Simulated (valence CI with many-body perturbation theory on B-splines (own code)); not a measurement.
The numbers below are computed, except where a source is named.
# In in three bases

Level of theory: configuration interaction combined with many-body perturbation theory (CI+MBPT): three valence electrons over a frozen Dirac-Fock core [Kr] 4d10, radial functions for each j: 9 s, 9 p, 8 d, 6 f, 3 g, 1 h, with the one-electron correlation potential Σ1, the two-electron term Σ2, the three-electron term Σ3, Breit, model QED; selected CI, second order for the rest, scaled by the run's own slope (own B-spline code, finite nucleus).

Set against measurement, 12 paired levels are off by 163 cm⁻¹ on average, the worst by 507. These come from a selection out of the NIST Handbook of Basic Atomic Spectroscopic Data. Levels without a partner in it may be off by more.

The reference run has the lowest level 5s2.5p 2P°_1/2 and an ionisation energy of 5.78082 eV. Its largest variational space holds 7683 state functions.

Changed runs:
A. basis 6 s, 6 p, 5 d, 3 f, 1 g
B. basis 5 s, 5 p, 4 d, 2 f

Excitation energies of the reference run in cm⁻¹, and shifts in cm⁻¹:

```tsv
Level	Reference	A	B
5s2.5p 2P°_3/2	2207	-9.5	-19
5s2.6s 2S_1/2	24475	-83	-180
5s2.6p 2P°_1/2	31811	-84	-168
5s2.6p 2P°_3/2	32105	-85	-173
5s2.5d 2D_3/2	32842	-42	+41
5s2.5d 2D_5/2	32863	-44	+35
5s.5p2 4P_1/2	34471	-97	-226
5s.5p2 4P_3/2	35515	-99	-230
5s2.7s 2S_1/2	36210		
5s.5p2 4P_5/2	36955	-95	-223
5s2.7p 2P°_1/2	38750	-276	-107
5s2.7p 2P°_3/2	38858	-273	-107
Ionisation energy (eV)	5.78082	-0.01234	-0.02939
```

A blank means that the level has no clear partner in that run.
